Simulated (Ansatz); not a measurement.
Born–Oppenheimer molecular dynamics of CH₅AlF₂Se (10 atoms, charge 0, multiplicity 1). It starts at the highest image of a converged band. Of that band: A vibrational analysis at the climbing image gives 2 clearly imaginary modes (968i, 50i cm⁻¹): a point of higher order, so a lower path passes nearby.

Theory: Ansatz 0.2.0, RKS PBE0-D4/def2-SVP.

* ensemble: NVE (velocity Verlet)
* time step: 0.5 fs
* steps asked: 130
* starting velocities drawn for: 300 K
* seed: 5284

First frame:

```xyz
10
Properties=species:S:1:pos:R:3
Al -0.841 -0.184 -0.585
C 1.053 0.529 -0.339
F -0.836 -1.759 -1.125
F -1.816 0.955 -1.306
H 0.134 0.249 0.939
Se -1.224 -0.180 1.889
H 1.186 1.600 -0.133
H 1.863 -0.047 0.133
H 1.209 0.401 -1.433
H -0.728 -1.565 1.958
```

What does the run give?

All steps were run.

| Quantity | Value |
| --- | --- |
| steps done | 130 |
| time covered | 65 fs |
| mean temperature over the second half | 1145 K |
| spread of the potential energy over the second half | 11.6 meV per atom |
| mean potential energy of the second half above the start | -87.4 meV per atom |

The conserved energy stayed within 0.44 meV per atom of its start (net change 0.14 meV per atom), so the integration is sound. The system heated up, since it started high on the potential surface and ran downhill. A run of 0.065 ps of so small a system gives no equilibrium averages. The orbitals stay closed-shell, which can raise the energy where a bond breaks towards radicals; this wasn't checked here.

What happens to the structure?

The step under study would form Al1–Se6, C2–H5 and break Al1–C2, H5–Se6. These pairs go: Al1–Se6 2.50 → 2.26 Å, C2–H5 1.60 → 1.17 Å, Al1–C2 2.04 → 3.65 Å, H5–Se6 1.71 → 3.96 Å. In the last frame they stand as after the step (other bonds may differ from the relaxed reactants and products). Also parted: Al1–H5 1.86 → 3.83 Å. It ends as AlF2HSe + CH4. Pairs count as bonded within 1.25 times the sum of covalent radii (0.12 Å more for H–H). Another seed would give other details.

How do temperature and energy run in time?


| time (fs) | T (K) | potential energy less start (eV) | conserved less start (meV/atom) |
| --- | --- | --- | --- |
| 0.0 | 300 | 0.000 | 0.00 |
| 2.0 | 237 | 0.066 | 0.12 |
| 4.0 | 235 | 0.068 | 0.06 |
| 6.0 | 220 | 0.083 | 0.07 |
| 8.0 | 198 | 0.107 | 0.15 |
| 10.0 | 313 | -0.013 | 0.07 |
| 12.0 | 440 | -0.144 | 0.11 |
| 14.0 | 630 | -0.342 | -0.08 |
| 16.0 | 554 | -0.264 | -0.09 |
| 18.0 | 576 | -0.285 | -0.03 |
| 20.0 | 770 | -0.488 | -0.18 |
| 22.0 | 588 | -0.297 | 0.12 |
| 24.0 | 640 | -0.350 | 0.21 |
| 26.0 | 1069 | -0.798 | -0.20 |
| 28.0 | 1066 | -0.794 | -0.19 |
| 30.0 | 1009 | -0.733 | 0.07 |
| 32.0 | 1202 | -0.936 | -0.25 |
| 34.0 | 977 | -0.697 | 0.23 |
| 36.0 | 1149 | -0.878 | 0.04 |
| 38.0 | 1374 | -1.115 | -0.40 |
| 40.0 | 1156 | -0.881 | 0.37 |
| 42.0 | 1372 | -1.113 | -0.44 |
| 44.0 | 1091 | -0.817 | 0.17 |
| 46.0 | 1060 | -0.785 | 0.09 |
| 48.0 | 1263 | -0.998 | -0.17 |
| 50.0 | 1170 | -0.898 | 0.08 |
| 52.0 | 1229 | -0.963 | -0.17 |
| 54.0 | 1152 | -0.882 | -0.01 |
| 56.0 | 1014 | -0.737 | 0.11 |
| 58.0 | 1111 | -0.839 | -0.06 |
| 60.0 | 1067 | -0.795 | -0.11 |
| 62.0 | 1037 | -0.761 | 0.07 |
| 64.0 | 1123 | -0.853 | -0.21 |

Time of the run: 8.9 min on 2 threads of Arm Neoverse V1 (shared host), peak memory 0.29 GiB.
